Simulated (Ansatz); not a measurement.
Sn2S4 (the lowest singlet isomer of a short search) was relaxed with PBE-D4 (def2-SVP) in Ansatz in these states: neutral quintet, neutral singlet, neutral triplet. The geometries follow in no particular order.

In the def2 sets Sn takes a core potential; there is no spin–orbit coupling.

A:

```tsv
atom	x (Å)	y (Å)	z (Å)
Sn1	1.3897	0.9552	-0.8867
Sn2	-2.2517	-0.4149	0.7941
S3	1.4465	0.0839	1.5643
S4	-1.0177	-0.3597	-1.5261
S5	-0.3040	1.2680	1.3345
S6	0.7372	-1.5325	-1.2801
```

B:

Cartesian coordinates in Å:
```
Sn 0.903 1.328 -0.680
Sn -0.903 -1.328 0.680
S 1.378 -1.182 -0.491
S -1.378 1.182 0.491
S 0.772 -1.419 2.467
S -0.772 1.419 -2.467
```

C:

```xyz
6

Sn    0.2837    1.3849    1.2939
Sn   -0.2890   -1.3879   -1.2953
S     0.1473   -1.2865    1.3014
S    -0.1430    1.2834   -1.3046
S    -1.9072   -1.4284    0.6834
S     1.9081    1.4345   -0.6788
```

**Question.** Judge from the bond lengths which geometry belongs to which state (an estimate).

**Answer.** A is the neutral triplet (Sn2–S3 3.810 Å, S4–S6 2.125 Å, S3–S5 2.126 Å); B is the neutral quintet (Sn2–S3 2.568 Å, S4–S6 3.028 Å, S3–S5 3.028 Å); C is the neutral singlet (Sn2–S3 2.635 Å, S4–S6 2.150 Å, S3–S5 2.150 Å).

At PBE0-D4/def2-TZVP a singlet lies 1.79 eV below the neutral triplet. At PBE0-D4/def2-TZVP a singlet lies 3.53 eV below the neutral quintet. These are the stationary points nearest to one start from a short search; other shapes may lie lower in each state.
